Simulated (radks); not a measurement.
The numbers below are computed, except where a source is named.
Problem. Coherent X-ray form factor from a spherical all-electron density. Code: a radial shooting solver on a logarithmic mesh with Libxc functionals. Model: scalar-relativistic Kohn-Sham, LDA (Slater exchange, Perdew-Wang correlation), spin-unpolarised, spherical densities, point nucleus.

sin(theta)/lambda (1/angstrom)  f0 (electrons)
0.05                                    23.850
0.1                                     23.408
0.15                                    22.702
0.2                                     21.774
0.25                                    20.674
0.3                                     19.459
0.4                                     16.893
0.5                                     14.430
0.6                                     12.289
0.8                                      9.217
1                                        7.472
1.25                                     6.280
1.5                                      5.477
2                                        4.078

The species is in the configuration that NIST lists as its ground one. Which atom or ion scatters so?

Solution. The zinc ion Zn6+, [Ar] 3d6. Extrapolating in s^2 from the first two rows gives f0(0) = 24.0, near the electron count 24; among species with that count, the fall with angle is slower the higher Z, and the table is that of Z = 30; from so few rows the species is fixed only to a neighbour or two.
